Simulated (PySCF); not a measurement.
C6H14Ge.
Z-matrix (Å and degrees, PBE0-D3(BJ)/def2-SVP geometry), rows numbered from 1:
```
C 
C   1  1.5200
C   2  1.5226  1  113.80
C   3  1.5527  2  113.84  1   176.66
C   4  1.5477  3  103.29  2   -94.99
Ge  5  1.9791  4   88.06  3   -20.73
C   6  1.9536  3  120.60  2   -16.28
H   1  1.1021  2  111.45  3   -60.53
H   1  1.1009  2  111.72  3   179.01
H   1  1.1018  2  110.98  3    58.93
H   2  1.1062  1  109.68  3   123.63
H   2  1.1067  1  109.23  3  -121.68
H   3  1.1018  2  109.64  1   -55.09
H   4  1.1018  3  109.75  2   148.09
H   4  1.1054  3  113.14  2    29.34
H   5  1.1015  4  112.41  3    90.83
H   5  1.0986  4  116.02  3  -143.69
H   6  1.5464  3  114.21  2  -151.22
H   7  1.0996  6  110.43  3    39.50
H   7  1.1009  6  109.82  3   159.11
H   7  1.0999  6  111.06  3   -81.10
```

Computed with PySCF at CAM-B3LYP/def2-SVPD, non-relativistic, on one gas-phase PBE0-D3(BJ)/def2-SVP geometry that isn't relaxed in the solvent. The solvent is an IEF-PCM continuum (Bondi radii, 1.10 Å for H, scaled by 1.2), and excitations are vertical TDDFT with non-equilibrium linear response and a frozen core. Only the electrostatic response of the medium enters. Spin–orbit coupling is left out although an atom past zinc is present.

Gas-phase singlets (H = HOMO, L = LUMO):

```
state  E (eV)  λ (nm)      f  leading configurations
   S1   6.943     179  0.017      H→L 38%, H→L+1 30%
   S2   7.175     173  0.019    H→L 34%, H-1→L+1 32%
   S3   7.212     172  0.071  H→L+1 40%, H-1→L+1 24%
   S4   7.311     170  0.018      H→L+2 78%, H→L 12%
   S5   7.474     166  0.028  H-1→L 59%, H-1→L+1 20%
```

What are the lowest 5 singlets in chloroform (ε = 4.711)?

```tsv
state	E (eV)	λ (nm)	f	leading configurations	change by rank (eV)
S1	6.928	179	0.029	H→L+1 37%, H→L 31%	-0.015
S2	7.159	173	0.026	H-1→L+1 37%, H→L 31%	-0.016
S3	7.181	173	0.125	H→L+1 42%, H-1→L+1 24%	-0.031
S4	7.306	170	0.024	H→L+2 73%, H→L 17%	-0.005
S5	7.468	166	0.051	H-1→L 63%, H-1→L+1 14%	-0.006
```

How do the frontier levels move from gas to chloroform?

| orbital | gas (eV) | solvent (eV) | change (eV) | Löwdin shares, gas | Löwdin shares, solvent |
| --- | --- | --- | --- | --- | --- |
| LUMO+2 | 1.65 | 1.74 | +0.09 | Ge6 15 %, H14 12 %, H13 10 %, H18 10 % | Ge6 16 %, H18 11 %, H14 11 %, C7 10 % |
| LUMO+1 | 1.52 | 1.61 | +0.09 | Ge6 20 %, C5 15 %, H17 8 %, H16 8 % | Ge6 20 %, C5 15 %, H17 8 %, H18 8 % |
| LUMO | 1.22 | 1.35 | +0.13 | Ge6 25 %, C7 15 %, C1 8 %, H21 8 % | Ge6 28 %, C7 14 %, C1 8 %, H20 7 % |
| HOMO | -8.49 | -8.38 | +0.11 | C3 34 %, Ge6 20 %, C2 9 %, C5 7 % | C3 34 %, Ge6 20 %, C2 9 %, C5 7 % |
| HOMO-1 | -8.80 | -8.71 | +0.09 | C5 33 %, Ge6 19 %, C4 12 %, C7 8 % | C5 33 %, Ge6 19 %, C4 12 %, C7 9 % |
| HOMO-2 | -9.88 | -9.78 | +0.10 | Ge6 20 %, C7 17 %, H18 16 %, C3 8 % | Ge6 20 %, C7 17 %, H18 16 %, C3 8 % |
| HOMO-3 | -10.46 | -10.35 | +0.11 | C4 20 %, C3 13 %, C1 11 %, C2 10 % | C4 20 %, C3 13 %, C1 11 %, C2 11 % |

The HOMO–LUMO gap goes from 9.70 to 9.73 eV.

The run took 2.4 min on one thread of an Arm Neoverse N1 (shared host), and the process peaked at 1.6 GiB of memory. This is the whole response run at CAM-B3LYP/def2-SVPD in chloroform, SCF included.
